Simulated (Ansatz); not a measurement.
`B[O][GaH2]` and `C[O][GaH2]` differ in one atom or group.

Ansatz, PBE0-D4/def2-TZVP geometries, multiplicity 1. 

Scalar relativity is left out up to krypton.

| property | `B[O][GaH2]` |
| --- | --- |
| size of the dipole moment (ωB97M-V/def2-TZVPP) / D | 2.24 |
| HOMO–LUMO gap (B3LYP/def2-TZVPP) / eV | 5.56 |
| LUMO energy (ωB97M-V/def2-TZVPP) / eV | 0.05 |
| HOMO energy (PBE0/def2-TZVPP) / eV | -7.67 |
| LUMO energy (PBE/def2-TZVPP) / eV | -2.46 |
| LUMO energy (B3LYP/def2-TZVPP) / eV | -1.93 |

Task: What does the change do to each property? (Estimate.)

Result: Ansatz gave: 
```json
{"property": "size of the dipole moment (ωB97M-V/def2-TZVPP) / D", "`C[O][GaH2]`": "1.12", "shift": "-1.12"}
{"property": "HOMO–LUMO gap (B3LYP/def2-TZVPP) / eV", "`C[O][GaH2]`": "6.14", "shift": "0.58"}
{"property": "LUMO energy (ωB97M-V/def2-TZVPP) / eV", "`C[O][GaH2]`": "0.47", "shift": "0.42"}
{"property": "HOMO energy (PBE0/def2-TZVPP) / eV", "`C[O][GaH2]`": "-7.85", "shift": "-0.18"}
{"property": "LUMO energy (PBE/def2-TZVPP) / eV", "`C[O][GaH2]`": "-1.99", "shift": "0.47"}
{"property": "LUMO energy (B3LYP/def2-TZVPP) / eV", "`C[O][GaH2]`": "-1.50", "shift": "0.43"}
```

With PBE0 the HOMO falls by 0.18 eV and the LUMO rises by 0.42 eV, so the gap widens by about 0.60 eV. PBE moves the HOMO by -0.12 eV and ωB97M-V by -0.26 eV. The zero-point energy changes by 44.6 kJ/mol with +3 modes. Dipoles are sizes alone; their direction can turn.

B3LYP here is the variant with VWN-RPA as its local correlation; programs differ in this.
